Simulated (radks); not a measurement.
Correlation energies from several functionals, in hartree. Species: Zr37+ [He] 2s1; Cs14+ [Kr] 4d5; Rb+ [Kr]. All-electron calculation, non-relativistic Kohn-Sham, LDA (Slater exchange, Perdew-Wang correlation), spin-polarised, spherical densities, point nucleus. Program: a radial shooting solver on a logarithmic mesh with Libxc functionals. Every spin shell is full or empty, so the densities are truly spherical. Functionals are evaluated on that one density, not self-consistently.

| functional | Zr37+ | Cs14+ | Rb+ |
|---|---|---|---|
| PW92 | -0.34743 | -4.3539 | -3.3263 |
| PZ | -0.34788 | -4.3475 | -3.3244 |
| Chachiyo | -0.34453 | -4.2988 | -3.2788 |
| PW91 | -0.089798 | -2.5240 | -1.9424 |
| OP (B88) | -0.090690 | -2.1377 | -1.7160 |
| r2SCAN | -0.062892 | -2.3019 | -1.7993 |
| B95 | -0.12349 | -2.9490 | -2.1571 |
| Tao-Mo | -0.041689 | -2.2274 | -1.7123 |
